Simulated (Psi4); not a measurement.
Noncovalent pair: SiH4 (SMILES [SiH4]) (first 5 atoms) with CO2 (SMILES O=C=O); geometry from B3LYP-D3(BJ)/def2-TZVP, rigid monomers moved along the line of their centres of mass till Si1···C7 is 6.59 Å.
(charge 0, multiplicity 1):
| atom | x (Å) | y (Å) | z (Å) |
|---|---|---|---|
| Si | 0.1136 | 0.0807 | 0.2080 |
| H | 0.2923 | 1.4629 | -0.2873 |
| H | -1.1690 | -0.0211 | 0.9408 |
| H | 1.2228 | -0.2637 | 1.1265 |
| H | 0.1061 | -0.8644 | -0.9304 |
| O | -0.5459 | -1.4528 | 6.8176 |
| C | -0.4285 | -0.3008 | 6.7605 |
| O | -0.3111 | 0.8516 | 6.7041 |

All values below come from SAPT0/jun-cc-pV(D+d)Z (Psi4 1.11).

Task: Give the four SAPT terms and the total, and say what mostly holds the pair together.

Result: electrostatics -0.01, exchange 0.00, induction 0.00, dispersion -0.02, total -0.04 kcal/mol; the largest attraction is dispersion.
